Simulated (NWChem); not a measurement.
C4H3Br; SMILES C(#C)C(Br)=C

Program: NWChem. Structure relaxed at the PBE0/def2-SVP level. Level: M05-2X/def2-SVP with COSMO at NWChem's default radii, gas-phase geometry; the question gives the dielectric constant.

Q: What does the run give for dielectric constant 2.4? Quantities: electrostatic solvation energy (kcal/mol); dipole in solution (D).

A: 
```
Property                                   Value
-----------------------------------------  -----
electrostatic solvation energy (kcal/mol)   -2.2
dipole in solution (D)                      1.77
```
